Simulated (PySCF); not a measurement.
RuCl⁻: frontier orbitals

r²SCAN0 at R = 2.386 Å; PySCF, scalar-relativistic core potentials, basis sets Ru def2-TZVPPD with ECP28, Cl def2-TZVPPD. State: ⁵Δ (quintet), unpaired electrons σ ↑, π ↑↑, δ ↑. Only the outer orbitals are listed, counted within each symmetry, core potentials removing the inner ones.

| spin | orbital | occ. | ε (eV) | on Ru (%) | main shells (%) |
| --- | --- | --- | --- | --- | --- |
| α | 1δ | 1 | -3.45 | 100 | 100 Ru d |
| α | 4π | 1 | -2.85 | 52 | 50 Ru d, 48 Cl p |
| α | 4π | 1 | -2.85 | 52 | 50 Ru d, 48 Cl p |
| α | 1δ | 1 | -2.35 | 100 | 100 Ru d |
| α | 8σ | 1 | -2.03 | 82 | 65 Ru d, 19 Cl p, 15 Ru s |
| α | 9σ | 1 | -0.15 | 96 | 73 Ru s, 21 Ru p |
| α | 5π | 0 | 3.97 | 110 | 109 Ru p |
| α | 5π | 0 | 3.97 | 110 | 109 Ru p |
| β | 3π | 1 | -3.72 | 4 | 96 Cl p |
| β | 3π | 1 | -3.72 | 4 | 96 Cl p |
| β | 1δ | 1 | -0.96 | 100 | 100 Ru d |
| β | 8σ | 1 | -0.28 | 102 | 55 Ru d, 47 Ru s |
| β | 9σ | 0 | 3.41 | 107 | 74 Ru s, 24 Ru d, 9 Ru p |
| β | 4π | 0 | 3.74 | 96 | 88 Ru d, 8 Ru p |
| β | 4π | 0 | 3.74 | 96 | 88 Ru d, 8 Ru p |

Task: Which are the highest filled and the lowest empty level, where do they sit, and how wide is the gap?

Result: Highest filled α 9σ at -0.15 eV (in %: 73 Ru s, 21 Ru p); lowest empty β 9σ at 3.41 eV (in %: 74 Ru s, 24 Ru d, 9 Ru p); the gap at r²SCAN0 is 3.56 eV. An empty level above zero is unbound, and its energy depends on the basis.

```json
{
  "bond order (Mayer)": "0.52",
  "⟨S²⟩": "6.020",
  "charge on Ru (Mulliken, basis-dependent)": "-0.46",
  "charge on Ru (Löwdin, basis-dependent)": "-0.33",
  "dipole moment (positive dipole points towards Cl; it is taken about the centre of mass and depends on that origin)": "-0.96 D"
}
```

Shares are Mulliken populations and can fall outside 0 to 100 %.

Spin–orbit coupling is left out. With d or f electrons several states lie close, and the lowest PBE0 determinant need not be the measured ground state.
